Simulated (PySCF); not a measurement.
# [Yb(OH)2]+ at several levels of theory

Computed with PySCF 2.14.0 (density fitting, no spin-orbit coupling) at the geometry relaxed with r2SCAN:

```xyz
5
[Yb(OH)2]+ (singlet in the valence; each metal's 4f electrons, 13 of them, lie in its core potential, out of spins and levels)
Yb   -0.0202   -0.9465    0.0755
O     0.0016    0.2040    1.6161
H     0.0163    0.9449    2.2332
O     0.0016   -0.0547   -1.6280
H     0.0163    0.5791   -2.3547
```

| level | basis | state | HOMO (eV) | gap (eV) | charge on Yb1 (e) | population of f-type functions on Yb1 (polarisation alone where 4f lies in the core) | dipole about the centre of mass (D) | largest force component (eV/Å) |
| --- | --- | --- | --- | --- | --- | --- | --- | --- |
| r2SCAN | Yb lcecp-1-SVP with ECP59, O def2-SVP, H def2-SVP | singlet | -12.45 | 4.93 | 1.37 | 0.06 | 2.33 | 0.01 |
| TPSSh | the same | singlet | -12.83 | 5.21 | 1.36 | 0.06 | 2.31 | 0.10 |
| HF | the same | singlet | -17.83 | 12.69 | 1.76 | 0.07 | 3.33 | 1.14 |
| M06-L | the same | singlet | -12.29 | 5.22 | 1.47 | 0.06 | 2.49 | 0.23 |
| r2SCAN | Yb lcecp-1-TZVP with ECP59, O def2-TZVP, H def2-TZVP | singlet | -12.50 | 5.05 | 1.80 | 0.06 | 2.54 | 0.19 |

In the lcecp rows the 4f levels are missing from HOMO and gap, and the state counts the valence alone.

Charges are Mulliken's, which hang on the basis. The relaxation used the grid (50, 194), these runs (75, 302) or, all-electron (x2c bases, spin-free X2C Hamiltonian), (99, 590).

Task: What does BLYP with Yb lcecp-1-SVP with ECP59, O def2-SVP, H def2-SVP give here?

Result: state singlet, HOMO (eV) -12.03, gap (eV) 3.79, charge on Yb1 (e) 1.21, population of f-type functions on Yb1 (polarisation alone where 4f lies in the core) 0.06, dipole about the centre of mass (D) 2.00, largest force component (eV/Å) 0.45. Time: 2 s on 2 threads of AMD EPYC 9R45 96-Core Processor (Zen 5) (shared host), from an already converged density.

No frequency check is given that shows the relaxed geometry to be a minimum. An lcecp potential fixes the number of 4f electrons, so in runs with it no electron can move into or out of that shell.
